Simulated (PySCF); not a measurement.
A survey of 17O NMR shifts

- GFN2-xTB geometry
- NMR shieldings at PBE0/pcSseg-1/GIAO
- code: PySCF
- non-relativistic Hamiltonian, single conformer, isolated molecule, equivalent nuclei averaged

Shieldings were converted by a linear fit to measured shifts: 17O (scatter 10.7 ppm rms, 12.2 ppm with the 3 outliers that the fit left out vs liquid water, solution or neat liquid). A few per cent of atoms miss by over 2 rms, more outside the fitted compound classes.

Question: Give the 17O shifts of `C[C@@]12C=C[C@@](CO)(CC1)C2`, `CC(C)(C)[SiH2]O`, `C#CP(C)C(C)=O`, `C#CC/P=P/CCCO`.

Answer: 
```json
{"compound": "C[C@@]12C=C[C@@](CO)(CC1)C2", "environment": "alcohol oxygen", "δ (ppm)": "-8.6"}
{"compound": "CC(C)(C)[SiH2]O", "environment": "oxygen bonded to Si, H", "δ (ppm)": "-27.7"}
{"compound": "C#CP(C)C(C)=O", "environment": "carbonyl oxygen", "δ (ppm)": "632.7"}
{"compound": "C#CC/P=P/CCCO", "environment": "alcohol oxygen", "δ (ppm)": "-3.1"}
```
